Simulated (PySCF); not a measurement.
The numbers are results of PBE-D3(BJ)/def2-TZVP // r2SCAN-D4/def2-TZVP (PySCF), not measurements. Isolated molecules, 0 K electronic values unless said otherwise. One relaxed conformer stands for a flexible species; it need not be the lowest. Excitations are Tamm–Dancoff values on a coarser integration grid. The basis has no diffuse functions, so Rydberg states are missing or too high.

Reference species (SMILES): `[H]/B=C1\BO1` (neutral, multiplicity 1).

```json
{
  "T1 excitation (TDA)": "1.66 eV",
  "LUMO": "-3.25 eV"
}
```

Changed species: `[H]/B=C\B=O`.

### Question
Predict the effect on the T1 excitation (TDA) and LUMO.

### Answer
the T1 excitation (TDA) goes up by 1.31 eV, to 2.97 eV; the LUMO decreases by 0.14 eV, to -3.39 eV.
